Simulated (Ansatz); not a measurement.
A made-up structure of CH4OTe, closed shell:

```
atom    x (Å)    y (Å)    z (Å)
  O1  -1.4029  -0.0940  -0.4638
  C2  -0.3012   0.4839   0.1523
 Te3   1.6174   0.0530  -0.7844
  H4  -1.2866  -1.0479  -0.4859
  H5  -0.1811   0.1969   1.2002
  H6   3.0099  -0.6847  -1.3950
  H7   1.9720  -1.1561   0.2939
```

It is relaxed with PBE-D4/def2-SVP and then PBE0-D4/def2-TZVP (Ansatz 0.2.0). Atoms count as bonded within 1.22 times the sum of their covalent radii (H–H: 0.88 Å). The end point is not checked to be a true minimum.

**Question.** Does its bonding change? (Judge from chemistry; the calculation decides.)

**Answer.** Computed: No: no bond forms or breaks.

Where it ends: The first stage lowers the energy by 1.88 eV in 13 steps. It ends as CH₄OTe ([OH][CH][TeH2]):
```xyz
7
angstrom
O -1.3548 0.1504 -0.4719
C -0.2431 0.0740 0.2509
Te 1.7671 0.0871 -0.9026
H -1.9115 -0.6373 -0.4080
H -0.2412 -0.8376 0.8815
H 3.0044 -0.9997 -1.4437
H 2.4065 -0.0857 0.6111
```

Labels in which every atom is bracketed show which atoms are joined, not bond orders.

For scale, one of the runs: PBE0-D4/def2-TZVP relaxation, 136 basis functions, launched by `ansatz run in.yaml --threads 2 --pin off --events-out ev --progress --plain --max-ram 4352MiB`. The run took about 17 s on 2 CPU threads of an Intel Xeon 6975P-C (shared host).
